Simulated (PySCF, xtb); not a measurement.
Br2GaHO, SMILES [OH][Ga]([Br])[Br].

GFN2-xTB (xtb) at its own geometry gives an orbital gap of 3.80 eV and a dipole moment of 3.29 D.

Coordinates come from a PBE0-D3(BJ)/def2-SVP optimisation. The structure was generated by enumeration; whether it is a known compound was not checked. Other conformers were not sampled.

Q: What does PySCF with B3LYP/def2-TZVP give? (An estimate is asked for; the answer gives what the named calculation found.)

A: gap 6.33 eV (levels -8.44 and -2.11 eV), dipole 1.31 D.
